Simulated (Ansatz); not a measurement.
Computed with Ansatz on PBE0-D4/def2-TZVP structures; ΔE is electronic, products minus reactants. CBS: MP2 limit from def2 TZ/QZ plus the TZ coupled-cluster correction, frozen cores. DFT in def2-TZVPP. B3LYP here is the variant with VWN-RPA as its local correlation; programs differ in this. For Br outer-core shells are correlated without core-valence functions, which leaves a few kJ/mol of doubt a bond. Scalar relativity is left out up to krypton. Each species was taken in one conformer, which may not be the lowest.

Consider the redistribution: `[AlH2][O][SiH2]Br` + `OB(F)[SiH2]S` → `OB(F)[SiH2]Br` + `[AlH2][O][SiH2]S`.

| level | ΔE (kcal/mol) | difference from CCSD(T)/CBS |
| --- | --- | --- |
| PBE-D4 | -1.7 | -0.8 |
| r2SCAN-D4 | -1.4 | -0.5 |
| PBE0-D4 | -1.3 | -0.4 |
| B3LYP-D4 | -1.0 | -0.1 |
| ωB97X-V | -0.8 | 0.1 |
| ωB97M-V | -1.0 | -0.1 |
| B2PLYP | -0.7 | 0.2 |
| PBE | -1.5 | -0.6 |
| r2SCAN | -1.3 | -0.4 |
| PBE0 | -1.1 | -0.2 |
| B3LYP | -0.6 | 0.3 |
| HF/def2-TZVPP | 0.6 | 1.5 |
| MP2/def2-TZVPP | -0.9 | 0.0 |
| SCS-MP2/def2-TZVPP | -0.6 | 0.3 |
| CCSD/def2-TZVPP | -0.5 | 0.4 |
| CCSD(T)/def2-TZVPP | -0.8 | 0.1 |
| HF/def2-QZVPP | 0.6 | 1.5 |
| MP2/def2-QZVPP | -0.9 | 0.0 |
| SCS-MP2/def2-QZVPP | -0.6 | 0.3 |
| HF/CBS(def2) | 0.6 | 1.5 |
| MP2/CBS(def2) | -0.9 | 0.0 |
| CCSD/CBS(def2) | -0.6 | 0.3 |
| CCSD(T)/CBS | -0.9 | 0 |

Largest T1 diagnostic among the species: 0.013.

In def2-TZVPP, CCSD(T) changes the Hartree–Fock value by −1.4 kcal/mol (the triples alone add −0.3 kcal/mol) and MP2 by −1.4 kcal/mol.
